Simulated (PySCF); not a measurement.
C₂H₆BeO. Atoms are numbered in the order given.

```xyz
10

Be     0.2059    -0.8305     0.0000
C      0.6586     0.7953     0.0000
C     -0.5040     1.8053     0.0000
H      1.3087     0.9842     0.8763
H      1.3087     0.9842    -0.8763
H     -1.1506     1.6830    -0.8856
H     -1.1506     1.6830     0.8856
H     -0.1525     2.8516     0.0000
O     -0.1515    -2.1881     0.0000
H     -0.7025    -2.9626     0.0000
```

Geometry: ωB97X-D3(BJ)/def2-SVP. A frequency run showed that this geometry is not a minimum. Other conformers were not sampled.

Computed with IEF-PCM-B3LYP/def2-SVP in PySCF 2.14.0.

The values are the electrostatic part of the solvation free energy, E(continuum) − E(gas) at the gas-phase geometry, in a cavity of scaled van der Waals radii (PySCF's table); cavitation and dispersion terms are not included. A continuum can't describe solvent molecules that bind to the metal. In vacuum the orbital gap is 7.58 eV. The dipole moment in vacuum is 1.37 D.

```tsv
solvent	ε	ΔG(elec) (kcal/mol)	dipole (D)	gap (eV)
water	78.36	-3.7	1.65	7.67
chlorobenzene	5.70	-2.8	1.58	7.65
methanol	32.61	-3.6	1.64	7.66
```
